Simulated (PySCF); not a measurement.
C$_{3}$H$_{3}$ (SMILES [CH]1C=C1), doublet, at a GFN2-xTB geometry; DF-WB97X/6-31G* run with PySCF.

PySCF was given this input:
```python
from pyscf import gto, scf, dft

mol = gto.M(
    atom='''
C     0.011373    0.000430    0.891075
C     0.062646   -0.660086   -0.417299
C     0.042471    0.661450   -0.417679
H    -0.793042   -0.011643    1.608887
H     0.070983   -1.567004   -0.972284
H     0.023123    1.567880   -0.973188
''',
    basis='6-31g*',
    charge=0,
    spin=1,
    verbose=4,
)

mf = dft.UKS(mol)
mf.xc = 'wb97x'
mf = mf.density_fit(auxbasis='def2-universal-jkfit')
mf.kernel()
```

Q: Predict the main parts of the log of this PySCF run.

A: 
```
PySCF version 2.14.0

[INPUT] verbose = 4
[INPUT] num. atoms = 6
[INPUT] num. electrons = 21
[INPUT] charge = 0
[INPUT] spin (= nelec alpha-beta = 2S) = 1
[INPUT] symmetry False subgroup None
[INPUT] Mole.unit = angstrom
[INPUT] Symbol           X                Y                Z      unit          X                Y                Z       unit  Magmom
[INPUT]  1 C      0.011373000000   0.000430000000   0.891075000000 AA    0.021491855215   0.000812582234   1.683887706447 Bohr   0.0
[INPUT]  2 C      0.062646000000  -0.660086000000  -0.417299000000 AA    0.118383782800  -1.247381758660  -0.788580822055 Bohr   0.0
[INPUT]  3 C      0.042471000000   0.661450000000  -0.417679000000 AA    0.080258558236   1.249959345094  -0.789298917982 Bohr   0.0
[INPUT]  4 H     -0.793042000000  -0.011643000000   1.608887000000 AA   -1.498632185277  -0.022002081268   3.040355795373 Bohr   0.0
[INPUT]  5 H      0.070983000000  -1.567004000000  -0.972284000000 AA    0.134138429500  -2.961208396098  -1.837350475297 Bohr   0.0
[INPUT]  6 H      0.023123000000   1.567880000000  -0.973188000000 AA    0.043696137178   2.962863796183  -1.839058787713 Bohr   0.0

nuclear repulsion = 57.9583954442418
number of shells = 24
number of NR pGTOs = 93
number of NR cGTOs = 48
basis = 6-31g*
ecp = {}

******** <class 'pyscf.df.df_jk.DFUKS'> ********
method = DFUKS
initial guess = minao
damping factor = 0
level_shift factor = 0
DIIS = <class 'pyscf.scf.diis.CDIIS'>
diis_start_cycle = 1
diis_space = 8
diis_damp = 0
SCF conv_tol = 1e-09
SCF conv_tol_grad = None
SCF max_cycles = 50
direct_scf = False
number electrons alpha = 11  beta = 10
XC library pyscf.dft.libxc version 7.1.2
    S. Lehtola, C. Steigemann, M. J. T. Oliveira, and M. A. L. Marques,  SoftwareX 7, 1–5 (2018)
XC functionals = wb97x
    J.-D. Chai and M. Head-Gordon,  J. Chem. Phys. 128, 084106 (2008)
radial grids:
    Treutler-Ahlrichs [JCP 102, 346 (1995); DOI:10.1063/1.469408] (M4) radial grids

becke partition: Becke, JCP 88, 2547 (1988); DOI:10.1063/1.454033
pruning grids: <function nwchem_prune>
grids dens level: 3
symmetrized grids: False
atomic radii adjust function: <function treutler_atomic_radii_adjust>
small_rho_cutoff = 0
Set gradient conv threshold to 3.16228e-05
tot grids = 71784
******** <class 'pyscf.df.df.DF'> ********
auxbasis = def2-universal-jkfit
Create RSH-DF object <pyscf.df.df.DF object> for omega=0.3
******** <class 'pyscf.df.df.DF'> ********
auxbasis = auxmol.basis = def2-universal-jkfit
init E= -116.46610382092

cycle= 1 E= -115.89156574964  delta_E= 0.575  |g|= 0.159  |ddm|= 1.69
cycle= 2 E= -115.907925380653  delta_E= -0.0164  |g|= 0.102  |ddm|= 0.265
cycle= 3 E= -115.913233404628  delta_E= -0.00531  |g|= 0.0242  |ddm|= 0.103
cycle= 4 E= -115.914042550954  delta_E= -0.000809  |g|= 0.00938  |ddm|= 0.0396
cycle= 5 E= -115.914203551431  delta_E= -0.000161  |g|= 0.004  |ddm|= 0.0196
cycle= 6 E= -115.914238901213  delta_E= -3.53e-05  |g|= 0.00144  |ddm|= 0.0101
cycle= 7 E= -115.914243302681  delta_E= -4.4e-06  |g|= 0.000322  |ddm|= 0.00448
cycle= 8 E= -115.91424347207  delta_E= -1.69e-07  |g|= 0.000104  |ddm|= 0.000833
cycle= 9 E= -115.914243492347  delta_E= -2.03e-08  |g|= 3.01e-05  |ddm|= 0.00033
cycle= 10 E= -115.914243494328  delta_E= -1.98e-09  |g|= 9.24e-06  |ddm|= 9.75e-05
cycle= 11 E= -115.914243494527  delta_E= -1.99e-10  |g|= 2.64e-06  |ddm|= 3.66e-05
Extra cycle  E= -115.914243494535  delta_E= -7.84e-12  |g|= 1.96e-06  |ddm|= 6.79e-06
converged SCF energy = -115.914243494535  <S^2> = 0.75315377  2S+1 = 2.0031513
```
